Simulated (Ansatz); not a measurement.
Relaxation of Cl$_{3}$FH$_{2}$Zr (7 atoms, charge 0, multiplicity 1), to a largest force component of 0.03 eV/Å in at most 50 steps.

The calculation used UKS PBE-D4/def2-SVP (Ansatz 0.2.0).

```xyz
7
Properties=species:S:1:pos:R:3
Zr -0.562 0.349 -0.542
F 0.193 -1.711 -0.575
Cl -2.048 0.605 -2.307
Cl -1.743 0.866 1.395
Cl 1.099 1.951 -0.844
H 1.408 -1.237 1.177
H 1.654 -0.824 1.696
```

**Question.** Where does it end, and by what steps?

**Answer.** The run converged. The force dipped under the threshold on the way, but the program's further checks kept it going. After 11 steps the energy has fallen by 0.816 eV; F2 moved furthest, 0.36 Å.

| step | energy less start (eV) | largest force component (eV/Å) | accepted |
| --- | --- | --- | --- |
| 0 | 0.0000 | 3.568 | yes |
| 1 | -0.7405 | 0.907 | yes |
| 2 | -0.8006 | 0.195 | yes |
| 3 | -0.8109 | 0.063 | yes |
| 4 | -0.8119 | 0.024 | yes |
| 5 | -0.8126 | 0.014 | yes |
| 6 | -0.8118 | 0.317 | no |
| 7 | -0.8137 | 0.084 | yes |
| 8 | -0.8143 | 0.169 | yes |
| 9 | -0.8152 | 0.110 | yes |
| 10 | -0.8155 | 0.055 | yes |
| 11 | -0.8163 | 0.028 | yes |

```xyz
7
Properties=species:S:1:pos:R:3
Zr -0.592 0.273 -0.618
F -0.035 -1.532 -0.785
Cl -2.117 0.729 -2.330
Cl -1.662 0.614 1.437
Cl 1.234 1.721 -0.848
H 1.548 -1.226 1.369
H 1.624 -0.579 1.776
```

The run took 38 s on 4 threads of Arm Neoverse V1 (shared host), peak memory 0.21 GiB.
